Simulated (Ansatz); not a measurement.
C₂H₆Ge (`C=[CH][GeH3]`), relaxed with RKS PBE0-D4/def2-TZVP in Ansatz from a PBE-D4/def2-SVP geometry. The force threshold is 0.005 eV/Å; the program also tests the step.

Charge 0, multiplicity 1.

Start:

```xyz
9

C    -0.759    0.319    1.367
C    -0.478   -0.497    0.335
Ge    0.740   -0.018   -1.113
H    -0.312    1.325    1.456
H    -1.451    0.022    2.175
H    -0.954   -1.494    0.296
H     1.927   -1.016   -1.184
H     1.280    1.412   -0.851
H     0.006   -0.053   -2.481
```

(1) How much energy does the relaxation release, and in how many steps? (Best estimate.)

(2) Which bonds change most? (An estimate is asked.)

(3) Give the relaxed structure. (Estimate.)

Answers

(1) Computed: 3.23 kJ/mol, in 4 steps, 1 of them rejected.

(2) Computed: C1–C2 from 1.346 to 1.327 Å; C2–H6 from 1.106 to 1.088 Å; C1–H5 from 1.104 to 1.087 Å; C1–H4 from 1.104 to 1.086 Å.

(3) Computed: 
```xyz
9

C    -0.751    0.314    1.351
C    -0.476   -0.496    0.335
Ge    0.733   -0.016   -1.102
H    -0.309    1.303    1.435
H    -1.432    0.025    2.147
H    -0.948   -1.475    0.303
H     1.910   -1.006   -1.172
H     1.268    1.401   -0.840
H     0.004   -0.049   -2.457
```
